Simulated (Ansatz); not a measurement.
Basis-set extrapolation for `BCC[SiH2]Cl` (PBE0-D4/def2-TZVP geometry, frozen core, Ansatz). Multiplicity 1, RHF reference.

```
                      def2-TZVPP   def2-QZVPP
                 HF  -853.610021  -853.636937
    MP2 correlation    -0.763025    -0.820568
CCSD(T) correlation    -0.863460      not run
```

Energies in hartree. Use E(X) = E(∞) + A·exp(−7.88·√X) for Hartree–Fock and E(X) = E(∞) + B·X^(−2.97) for correlation, with X = 3 and 4, and add CCSD(T) minus MP2 of the smaller set to the MP2 limit.

**Question.** What is the CCSD(T) energy at the basis-set limit?

**Answer.** HF limit: -853.636937 + (-0.026916) × 0.13774 = -853.64064. MP2 limit: -0.820568 + (-0.057543) × 0.74074 = -0.86319. Higher-order term: -0.863460 − (-0.763025) = -0.10044. Total: -854.60427 hartree, 3.56 eV below CCSD(T)/def2-TZVPP.
